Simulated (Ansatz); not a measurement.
`C[SiH2]SSC` + `CNC=N` → `C/N=C/NC` + `CSS[SiH3]`  (substitution at a C–Si bond)

Gas-phase electronic energies from Ansatz, PBE0-D4/def2-TZVP geometries. CCSD(T)/CBS adds triple-zeta CCSD(T) − MP2 to the extrapolated MP2 energy (def2 sets, frozen cores). Functionals use def2-TZVPP. One conformer a species, not always the lowest.

Question: Is it downhill or uphill in electronic energy at CCSD(T)/CBS, and by how much? (Best estimate.)

Answer: The calculation gave: Uphill: ΔE = +66.8 kJ/mol.

Question: What do these levels give: r2SCAN, r2SCAN0, RPA@PBE/def2-TZVPP, MP2/def2-SVP, CCSD/def2-SVP, HF/CBS(def2)? (Best estimate.)

Answer: Computed: r2SCAN 66.7, r2SCAN0 66.8, RPA@PBE/def2-TZVPP 57.8, MP2/def2-SVP 49.5, CCSD/def2-SVP 46.1, HF/CBS(def2) 56.4 kJ/mol.

Largest T1 diagnostic among the species: 0.013.

Leaving LDA and LC-ωPBE aside and taking each functional with its dispersion term where it has one, the values, not all of them listed here, spread over 6.5 kJ/mol, from BLYP-D4 to r2SCAN0-D4. The D4 term adds +3.7 kJ/mol with B3LYP and +2.1 kJ/mol with PBE0; it sums over pairs of atoms, weighted by their polarisabilities, and B3LYP, whose exchange is more repulsive, gets the larger term.

B3LYP here is the variant with VWN-RPA as its local correlation; programs differ in this.
